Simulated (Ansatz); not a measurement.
Basis sets compared for Ti(OH)F3 (TiOF₃H). Charge 0, multiplicity 1. Geometry PBE-D4/def2-SVP. Ansatz on 4 threads of Arm Neoverse V1 on a shared host; times are rough, and most runs start from earlier orbitals.

```tsv
atom	x (Å)	y (Å)	z (Å)
Ti1	-0.093	-0.366	-0.214
O2	0.573	1.205	0.269
H3	0.479	1.809	1.025
F4	-1.839	-0.260	-0.319
F5	0.292	-1.569	1.001
F6	0.588	-0.819	-1.763
```

The 6-31G sets use Cartesian d functions.

Binding counts from free atoms (Ti triplet, O triplet, H doublet, F doublet) in the same basis, without a counterpoise term.

```json
{"level": "HF/STO-3G", "functions": "39", "energy (Eh)": "-1208.7421", "HOMO (eV)": "-10.43", "LUMO (eV)": "9.26", "binding per atom (eV)": "4.30", "wall time": "0.15 s"}
{"level": "HF/6-31G", "functions": "67", "energy (Eh)": "-1222.2690", "HOMO (eV)": "-15.22", "LUMO (eV)": "0.99", "binding per atom (eV)": "2.63", "wall time": "0.35 s"}
{"level": "HF/def2-TZVP", "functions": "175", "energy (Eh)": "-1222.5975", "HOMO (eV)": "-15.09", "LUMO (eV)": "1.62", "binding per atom (eV)": "2.96", "wall time": "1.2 s"}
{"level": "PBE-D4/def2-SVP", "functions": "92", "energy (Eh)": "-1224.1411", "HOMO (eV)": "-8.36", "LUMO (eV)": "-3.29", "binding per atom (eV)": "5.07", "wall time": "0.8 s"}
{"level": "PBE-D4/def2-TZVP", "functions": "175", "energy (Eh)": "-1224.7222", "HOMO (eV)": "-8.76", "LUMO (eV)": "-3.60", "binding per atom (eV)": "–", "wall time": "1.4 s"}
{"level": "r2SCAN-D4/def2-TZVP", "functions": "175", "energy (Eh)": "-1225.1076", "HOMO (eV)": "-9.19", "LUMO (eV)": "-3.59", "binding per atom (eV)": "–", "wall time": "3.1 s"}
{"level": "PBE0-D4/def2-SVP", "functions": "92", "energy (Eh)": "-1224.1272", "HOMO (eV)": "-10.32", "LUMO (eV)": "-2.61", "binding per atom (eV)": "4.64", "wall time": "1.1 s"}
{"level": "PBE0-D4/def2-TZVP (with forces)", "functions": "175", "energy (Eh)": "-1224.7082", "HOMO (eV)": "-10.56", "LUMO (eV)": "-2.68", "binding per atom (eV)": "4.61", "wall time": "2.4 s"}
```

Question: Estimate the rows for PBE-D4/def2-TZVPD, r2SCAN-D4/def2-TZVPD, PBE0-D4/def2-TZVPD.

Answer: 
| level | functions | energy (Eh) | HOMO (eV) | LUMO (eV) | binding per atom (eV) | wall time |
| --- | --- | --- | --- | --- | --- | --- |
| PBE-D4/def2-TZVPD | 217 | -1224.7268 | -8.79 | -3.63 | – | 2.4 s |
| r2SCAN-D4/def2-TZVPD | 217 | -1225.1120 | -9.19 | -3.58 | – | 4.3 s |
| PBE0-D4/def2-TZVPD | 217 | -1224.7128 | -10.57 | -2.67 | 4.62 | 3.1 s |
